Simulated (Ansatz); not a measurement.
C2H6FNSn can be A, `C[N](C)[Sn][F]`, or B, `C=[C](N)[SnH2][F]`.

Isolated molecules relaxed with PBE0-D4/def2-TZVP in Ansatz; ΔE leaves out vibrations. CCSD(T)/CBS is the MP2 limit (def2-TZVPP, def2-QZVPP) plus CCSD(T) − MP2 in def2-TZVPP, frozen cores. DFT in def2-TZVPP. B3LYP here is the variant with VWN-RPA as its local correlation; programs differ in this. def2 core potentials past Kr. For Sn outer-core shells are correlated without core-valence functions, which leaves a few kJ/mol of doubt a bond. Each species was taken in one conformer, which may not be the lowest.

(1) Which isomer does CCSD(T)/CBS put lower? Give the gap. (Estimate.)

(2) Give E(B) − E(A) in kJ/mol with r2SCAN-D4, ωB97M-V, PBE0-D4, B3LYP-D4, HF/def2-TZVPP, MP2/def2-TZVPP, CCSD/def2-TZVPP. (Estimate.)

Largest T1 diagnostic: 0.017.

## Answers

(1) Ansatz gave: A, by 158.6 kJ/mol.

(2) The calculation gave: r2SCAN-D4 157.2, ωB97M-V 150.8, PBE0-D4 157.5, B3LYP-D4 169.5, HF/def2-TZVPP 135.2, MP2/def2-TZVPP 165.5, CCSD/def2-TZVPP 150.7. None reverses the order clearly.

In def2-TZVPP, CCSD(T) changes the Hartree–Fock value by +15.5 kJ/mol (the triples alone add −0.0 kJ/mol) and MP2 by +30.2 kJ/mol. From PBE to PBE0 (25 % exact exchange), in def2-TZVPP and without D4, E(B) − E(A) moves by −8.6 kJ/mol.
